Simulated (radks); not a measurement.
Values are calculated unless marked as measured or tabulated.
The table gives one normalised radial function P(r) = r R(r) of Er32+ in [Kr] (r in bohr). Code: a radial shooting solver on a logarithmic mesh with Libxc functionals. Model: scalar-relativistic Kohn-Sham, SCAN, spin-polarised, spherical densities, finite nucleus; meta-GGA in the generalised Kohn-Sham scheme; Fermi nuclear charge, rms radius 5.2516 fm.

| r | P |
|---|---|
| 0.001054 | 0.0000 |
| 0.00134 | 0.0001 |
| 0.001717 | 0.0001 |
| 0.002183 | 0.0002 |
| 0.002775 | 0.0004 |
| 0.003528 | 0.0008 |
| 0.004485 | 0.0015 |
| 0.005747 | 0.0029 |
| 0.007306 | 0.0056 |
| 0.009287 | 0.0107 |
| 0.01181 | 0.0203 |
| 0.01501 | 0.0379 |
| 0.01923 | 0.0710 |
| 0.02445 | 0.1278 |
| 0.03108 | 0.2239 |
| 0.03951 | 0.3792 |
| 0.05023 | 0.6149 |
| 0.06437 | 0.9573 |
| 0.08183 | 1.3731 |
| 0.104 | 1.8171 |
| 0.1322 | 2.1741 |
| 0.1681 | 2.3038 |
| 0.2137 | 2.1029 |
| 0.2739 | 1.5780 |
| 0.3482 | 0.9502 |
| 0.4426 | 0.4328 |
| 0.5626 | 0.1399 |
| 0.7153 | 0.0290 |
| 0.9166 | 0.0031 |
| 1.165 | 0.0002 |
| 1.481 | 0.0000 |

Which n and l does it have? It may be an empty orbital.

Answer. n = 3, l = 2: the number of nodes gives n - l - 1 = 0, the rise at small r (about r^(l+1), flatter next to the nucleus through relativity) gives l, and the extent must fit the shell. The curve is that of 3d. 3d: eigenvalue -2617.4 eV, 0 radial nodes, <r> = 0.200 bohr, 90 % of the charge inside 0.310 bohr.
